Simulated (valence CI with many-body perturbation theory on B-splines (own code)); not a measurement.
Questions on Rh24+

Level of theory: relativistic CI+MBPT: three valence electrons over a frozen Dirac-Fock core [Ar], radial functions for each j: 7 s, 7 p, 8 d, 6 f, 4 g, 1 h, with the one-electron correlation potential Σ1, the two-electron term Σ2, the three-electron term Σ3, Breit, model QED; selected CI, second order for the rest, scaled by the run's own slope (own B-spline code, finite nucleus).

No measured spectrum was set against this ion. As an estimate, terms of the open shell hold to 2 to 4 % of their energy, and close levels can change places. Only levels of the ground parity were solved; by the run's estimate the other parity begins above the list, which can be wrong where configurations are misplaced.

Names give the largest LS component (configuration and term), which can be under half, so a name can repeat, a term be missing and a line seem to break the LS rules; names also repeat where a configuration has a term twice.

Rates and lifetimes use the calculated energies. Strong lines usually hold to 10 to 20 %, long lifetimes can be off by a factor of two.

(1) What is the ground level?

(2) What is the ionisation energy?

(3) How is the term 4F of the ground level split?

(4) How well does LS coupling describe the low levels?

Answers

(1) 3d3 4F_3/2, composition 84 % 3d3 4F + 14 % 3d3 2D, g = 0.474.

(2) 1201.8 eV; NIST lists 1202 ± 4 eV (theoretical).

(3) J = 3/2 at 0.0, J = 5/2 at 27146, J = 7/2 at 49079, J = 9/2 at 64060 cm⁻¹.

(4) Among the lowest 19 levels the leading LS term, summed over configurations, holds 78 % on average. For single configurations the figures are 78 % in LS and 74 % in jj coupling. Terms mix most in the J = 3/2 level at 128650 cm⁻¹, where the leading one holds 47 %.
